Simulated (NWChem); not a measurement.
Program: NWChem. System: Cl$_{2}$Si, charge 0, spin multiplicity 1, at a geometry optimised with PBE/def2-SVP. The structure started from a generated list of species. Level: RI-MP2/cc-pVDZ, 15 core orbitals frozen.

Input file:

```
start mol
memory heap 200 mb stack 900 mb global 1100 mb
geometry units angstroms nocenter noautoz
  Si     0.000000     0.000000    -0.941655
  Cl    -1.640110     0.000000     0.387740
  Cl     1.640110     0.000000     0.387740
  symmetry group C2v
end
basis spherical
  * library cc-pvdz
end
basis "ri-mp2 basis" spherical
  * library cc-pvdz-ri
end
scf
  rhf
  nopen 0
  maxiter 100
  thresh 1e-7
  semidirect memsize 60000000 filesize 0
end
mp2
  freeze core 15
end
task rimp2 energy
```

Part of the output:

```
             Northwest Computational Chemistry Package (NWChem) 7.3.0
             --------------------------------------------------------

                                NWChem Input Module
                                -------------------

 Scaling coordinates for geometry "geometry" by  1.889725989
 (inverse scale =  0.529177249)

 Turning off AUTOSYM since
 SYMMETRY directive was detected!

                             Geometry "geometry" -> ""
                             -------------------------

 Output coordinates in angstroms (scale by  1.889725989 to convert to a.u.)

  No.       Tag          Charge          X              Y              Z
 ---- ---------------- ---------- -------------- -------------- --------------
    1 Si                  14.0000     0.00000000     0.00000000    -0.94165500
    2 Cl                  17.0000    -1.64011000     0.00000000     0.38774000
    3 Cl                  17.0000     1.64011000     0.00000000     0.38774000

 Effective nuclear repulsion energy (a.u.)     165.9319146690

            Nuclear Dipole moment (a.u.)
            ----------------------------
        X                 Y               Z
 ---------------- ---------------- ----------------
     0.0000000000     0.0000000000    -0.0000188973

      Symmetry information
      --------------------

 Group name             C2v
 Group number             16
 Group order               4
 No. of unique centers     2

      Symmetry unique atoms

     1    2


 Summary of "ao basis" -> "" (spherical)
 ------------------------------------------------------------------------------
       Tag                 Description            Shells   Functions and Types
 ---------------- ------------------------------  ------  ---------------------
 *                          cc-pvdz                   on all atoms

 Summary of "ri-mp2 basis" -> "" (spherical)
 ------------------------------------------------------------------------------
       Tag                 Description            Shells   Functions and Types
 ---------------- ------------------------------  ------  ---------------------
 *                         cc-pvdz-ri                 on all atoms

 Summary of "ao basis" -> "ao basis" (spherical)
 ------------------------------------------------------------------------------
       Tag                 Description            Shells   Functions and Types
 ---------------- ------------------------------  ------  ---------------------
 Si                         cc-pvdz                  8       18   4s3p1d
 Cl                         cc-pvdz                  8       18   4s3p1d

                                 NWChem SCF Module
                                 -----------------

  ao basis        = "ao basis"
  functions       =    54
  atoms           =     3
  closed shells   =    24
  open shells     =     0
  charge          =   0.00
  wavefunction    = RHF
  use symmetry    = T
  symmetry adapt  = T

 Summary of "ao basis" -> "ao basis" (spherical)
 ------------------------------------------------------------------------------
       Tag                 Description            Shells   Functions and Types
 ---------------- ------------------------------  ------  ---------------------
 Si                         cc-pvdz                  8       18   4s3p1d
 Cl                         cc-pvdz                  8       18   4s3p1d

      Symmetry analysis of basis
      --------------------------

        a1         22
        a2          6
[...]
    40     -0.531517  3 Cl s                 31     -0.366503  2 Cl pz
    49      0.366503  3 Cl pz                 8      0.304916  1 Si px
    29      0.172752  2 Cl px                47      0.172752  3 Cl px
    28     -0.152096  2 Cl pz                46      0.152096  3 Cl pz

 Vector   27  Occ=0.000000D+00  E= 1.385730D-01  Symmetry=a1
              MO Center=  5.0D-15,  6.4D-17, -5.9D-01, r^2= 4.3D+00
   Bfn.  Coefficient  Atom+Function         Bfn.  Coefficient  Atom+Function
  ----- ------------  ---------------      ----- ------------  ---------------
    13      1.112423  1 Si pz                 4      0.783825  1 Si s
    22     -0.598581  2 Cl s                 40     -0.598581  3 Cl s
    29     -0.503400  2 Cl px                47      0.503400  3 Cl px
    10      0.295263  1 Si pz                 3      0.258061  1 Si s
    26     -0.179844  2 Cl px                44      0.179844  3 Cl px

 center of mass
 --------------
 x =   0.00000000 y =   0.00000000 z =   0.01491923

 moments of inertia (a.u.)
 ------------------
         126.115820136530           0.000000000000           0.000000000000
           0.000000000000         797.938978857858           0.000000000000
           0.000000000000           0.000000000000         671.823158721328

  Mulliken analysis of the total density
  --------------------------------------

    Atom       Charge   Shell Charges
 -----------   ------   -------------------------------------------------------
    1 Si  14    13.39   2.00  2.01  1.03  0.74  6.00  0.89  0.46  0.26
    2 Cl  17    17.30   2.00  2.01  0.93  1.00  6.00  3.04  2.31  0.02
    3 Cl  17    17.30   2.00  2.01  0.93  1.00  6.00  3.04  2.31  0.02

       Multipole analysis of the density wrt the origin
       ------------------------------------------------

     L   x y z        total         open         nuclear
     -   - - -        -----         ----         -------
     0   0 0 0     -0.000000      0.000000     48.000000

     1   1 0 0      0.000000      0.000000      0.000000
     1   0 1 0     -0.000000      0.000000      0.000000
     1   0 0 1     -0.615531      0.000000     -0.000019

     2   2 0 0    -31.558349      0.000000    326.604784
     2   1 1 0     -0.000000      0.000000      0.000000
     2   1 0 1     -0.000000      0.000000      0.000000
     2   0 2 0    -26.800359      0.000000      0.000000
     2   0 1 1      0.000000      0.000000      0.000000
     2   0 0 2    -29.099691      0.000000     62.585175

                               NWChem RI-MP2 Module
                               --------------------

 Summary of "ri-mp2 basis" -> "ri-mp2 basis" (spherical)
 ------------------------------------------------------------------------------
       Tag                 Description            Shells   Functions and Types
 ---------------- ------------------------------  ------  ---------------------
 Si                        cc-pvdz-ri               24       76   9s7p5d3f
 Cl                        cc-pvdz-ri               24       76   9s7p5d3f

 SCF Reference Information:
            File: './mol.movecs'
           Title: ''
    Size (AOxMO):     54 x     54
       Total Occ:              48.00
 RI-MP2 Calculation Information:
          Nr. of AO basis functions:         54
     Nr. of fitting basis functions:        228
               Nr. of MO spin cases:          1
        Nr. of MOs to be correlated:         39
     Nr. of occupied MOs correlated:          9
      Nr. of virtual MOs correlated:         30

          RI integral approximation: 'V'
    Threshold for Schwarz screening:  1.000E-09
 Smallest eigenvalue retained in fit  1.000E-08
    Type of storage for MO integrals 'EAF library'

 Transformation block size    9, requiring     1 integral passes.
 XForm_3cInts: Completed     1:    9 pass.
 Energy evaluation using block sizes     9    9
 RIMP2_V_E2: Approx. ints. done (    1:    9,    1:    9)
 RIMP2_V_E2: Copy to B done (    1:    9,    1:    9)
 RIMP2_V_E2: Denominators done (    1:    9,    1:    9)
 RIMP2_V_E2: Completed block (    1:    9,    1:    9)

          -------------------------------------------
          SCF energy               -1208.007152856908
          Correlation energy          -0.344272815372
          Total MP2 energy         -1208.351425672280
          -------------------------------------------

 -----------------------
 Performance information
 -----------------------

 Timer overhead =  1.21D-07 seconds/call

               Nr. of calls         CPU time (s)                 Wall time (s)                GFlops
             ---------------    -------------------     ------------------------------   -------------------
Name         Min   Avg   Max    Min     Avg     Max     Min     Avg     Max   Mx/calls   Min     Max     Sum
Overall       1     1     1    1.1     1.1     1.1      1.1     1.1     1.1     1.1      0.0     0.0     0.0
3c integr     1     1     1   0.11    0.11    0.11     0.11    0.11    0.11    0.11      0.0     0.0     0.0
Energy        1     1     1   5.41E-3 5.41E-3 5.41E-3  5.41E-3 5.41E-3 5.41E-3 5.41E-3   0.0     0.0     0.0
3c integr     1     1     1   0.11    0.11    0.11     0.11    0.11    0.11    0.11      0.0     0.0     0.0
First 2/3     3     3     3   5.14E-4 5.14E-4 5.14E-4  5.14E-4 5.14E-4 5.14E-4 1.71E-4   0.0     0.0     0.0
Final 1/3     1     1     1   6.96E-4 6.96E-4 6.96E-4  6.96E-4 6.96E-4 6.96E-4 6.96E-4   0.0     0.0     0.0
Write 3c      1     1     1   1.37E-4 1.37E-4 1.37E-4  1.37E-4 1.37E-4 1.37E-4 1.37E-4   0.0     0.0     0.0
Read 3c i     1     1     1   6.33E-5 6.33E-5 6.33E-5  6.34E-5 6.34E-5 6.34E-5 6.34E-5   0.0     0.0     0.0
Fitting b     1     1     1   1.89E-2 1.89E-2 1.89E-2  1.89E-2 1.89E-2 1.89E-2 1.89E-2   0.0     0.0     0.0
Schwarz i     1     1     1   9.82E-3 9.82E-3 9.82E-3  9.82E-3 9.82E-3 9.82E-3 9.82E-3   0.0     0.0     0.0
Form 4ci      1     1     1   1.02E-3 1.02E-3 1.02E-3  1.02E-3 1.02E-3 1.02E-3 1.02E-3   0.0     0.0     0.0
Form A &      1     1     1   3.89E-3 3.89E-3 3.89E-3  3.89E-3 3.89E-3 3.89E-3 3.89E-3   0.0     0.0     0.0
Denominat     1     1     1   3.58E-5 3.58E-5 3.58E-5  3.58E-5 3.58E-5 3.58E-5 3.58E-5   0.0     0.0     0.0
Pair Ener     1     1     1   1.84E-4 1.84E-4 1.84E-4  1.84E-4 1.84E-4 1.84E-4 1.84E-4   0.0     0.0     0.0

 The average no. of pstat calls per process was 1.60D+01
 with a timing overhead of 1.94D-06s

 Task  times  cpu:        1.1s     wall:        1.1s

 Total times  cpu:        1.1s     wall:        1.1s
```
